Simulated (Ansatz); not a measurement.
Question: Name a neutral molecule of Br, F, Zr with LUMO energy (B3LYP/def2-TZVPP) between -2.65 and -2.35 eV and ideal-gas entropy at 298 K and 1 bar (rigid rotor, harmonic PBE0-D4/def2-TZVP) between 373 and 389 J/(mol·K) (Ansatz, PBE0-D4/def2-TZVP geometry).

Answer: `[F][Zr]([F])([Br])[Br]` (-2.58 eV, 383 J/(mol·K)). Other molecules can fit too; these were computed, each in one conformer that needn't be the lowest.

B3LYP here is the variant with VWN-RPA as its local correlation; programs differ in this.
